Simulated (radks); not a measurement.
Initial-state core-level shifts of the europium ion Eu2+ when its valence configuration changes from [Xe] 4f7. All-electron calculation, scalar-relativistic Kohn-Sham, r2SCAN, spin-polarised, spherical densities, finite nucleus; open shells are filled with parallel spins first (spin-orbit coupling, left out, can overturn this in heavy ions); meta-GGA in the generalised Kohn-Sham scheme; Fermi nuclear charge, rms radius 5.1115 fm. Program: a radial shooting solver on a logarithmic mesh with Libxc functionals. Shifts are changes of the shell-averaged eigenvalues in eV (positive: less bound); the change of the density at the nucleus, which sets a Mossbauer isomer shift, is in e/bohr^3, on a base of 6.054e+05.

\begin{tabular}{lrrrrr}
valence & 2p & 3s & 4p & 5s & density at nucleus \\ \hline
4f5 6p2 & -24.431 & -26.581 & -24.822 & -15.572 & +74.45 \\
4f6 6p1 & -11.542 & -12.502 & -11.833 & -7.739 & +33.59 \\
4f6 6s1 & -10.356 & -11.324 & -10.651 & -6.546 & +74.23 \\
4f4 6s1 6p2 & -37.433 & -40.966 & -37.664 & -22.428 & +173.11 \\
4f6 5d1 & -7.513 & -8.558 & -7.869 & -3.796 & +27.77 \\
4f6.5 6s0.5 & -5.001 & -5.457 & -5.167 & -3.244 & +34.55 \\
4f5 5d2 & -15.906 & -18.208 & -16.487 & -7.604 & +60.01 \\
4f5 6s2 & -22.420 & -24.563 & -22.820 & -13.658 & +165.04 \\
\end{tabular}
